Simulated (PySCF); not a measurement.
Species: C2H6N2Si2.
Geometry (PBE0-D3(BJ)/def2-SVP, Å), atoms numbered from 1 in this order:
```xyz
12
C2H6N2Si2 angstrom
N      2.1434    1.4650   -1.7840
C      1.9564    0.8506   -0.8192
C      1.7003    0.0807    0.3884
N      0.7517   -0.7408    0.5387
Si    -0.5484   -1.1861   -0.5709
Si    -2.4430   -0.0747    0.2535
H      2.4188    0.2708    1.2059
H     -0.6997   -2.6647   -0.4675
H     -0.2703   -0.8067   -1.9936
H     -2.6394   -0.4132    1.6946
H     -3.6484   -0.4898   -0.5268
H     -2.2452    1.3998    0.1105
```

The closed-shell ground state was solved at several levels (PySCF, density fitting, gas phase, non-relativistic).

| level | basis functions | total energy (Eh) | HOMO (eV) | LUMO (eV) | gap (eV) | dipole (D) |
| --- | --- | --- | --- | --- | --- | --- |
| CAM-B3LYP/pcSseg-1 | 146 | -768.1482 | -9.51 | -1.38 | 8.13 | 1.93 |
| PBE0/def2-SVP | 122 | -767.4721 | -7.98 | -2.45 | 5.53 | 1.89 |
| LDA/def2-SVPD | 176 | -764.0192 | -6.73 | -3.78 | 2.95 | 2.16 |
| HF/pcSseg-1 | 146 | -765.8952 | -11.01 | 1.35 | 12.36 | 1.95 |
| PBE0/STO-3G | 44 | -758.7277 | -4.89 | 1.03 | 5.92 | 2.33 |
| BP86/pcSseg-1 | 146 | -768.2944 | -6.74 | -3.60 | 3.14 | 1.99 |
| B3LYP/def2-SVPD | 176 | -768.0004 | -7.87 | -2.81 | 5.06 | 2.07 |
| KT2/pcSseg-1 | 146 | -776.4716 | -6.77 | -3.44 | 3.33 | 1.99 |
| PBE0/pcSseg-1 | 146 | -767.7556 | -8.11 | -2.56 | 5.55 | 1.95 |
| BHandHLYP/pcSseg-1 | 146 | -768.1056 | -9.47 | -1.42 | 8.05 | 1.95 |
| BHandHLYP/def2-SVPD | 176 | -767.8385 | -9.42 | -1.49 | 7.93 | 2.07 |
| BLYP/pcSseg-1 | 146 | -768.1798 | -6.48 | -3.32 | 3.16 | 1.97 |

(1) What might mPW1PW91/pcSseg-1 (146 basis functions) give for the same quantities?

(2) Over all these levels, which gives the widest orbital gap and which the narrowest?

(3) How much does the basis alone move the frontier levels among the 3 PBE0 rows?

(4) In the pcSseg-1 basis, how does the gap go with the fixed share of exact exchange?

(5) How far do the dipole and the HOMO energy spread over the levels?

## Answers

(1) Total energy -768.1944 Eh, HOMO -8.15 eV, LUMO -2.58 eV, gap 5.57 eV, dipole 1.96 D.

(2) HF/pcSseg-1 (Hartree–Fock, all exact exchange) has the widest, 12.36 eV, and LDA/def2-SVPD (LDA) the narrowest, 2.95 eV. Functional and basis both differ between the two, so the spread mixes both effects.

(3) The HOMO by 3.22 eV and the LUMO by 3.59 eV. By rising basis size (HOMO, LUMO in eV): STO-3G -4.89, 1.03; def2-SVP -7.98, -2.45; pcSseg-1 -8.11, -2.56.

(4) BP86 (0 %) 3.14 eV; BLYP (0 %) 3.16 eV; KT2 (0 %) 3.33 eV; PBE0 (25 %) 5.55 eV; mPW1PW91 (25 %) 5.57 eV; BHandHLYP (50 %) 8.05 eV; HF (100 %) 12.36 eV. Each rise in the share widens the gap here.

(5) The dipole runs from 1.89 to 2.33 D (mean 2.01 D) and the HOMO from -11.01 to -4.89 eV.

One conformer stands for the species.
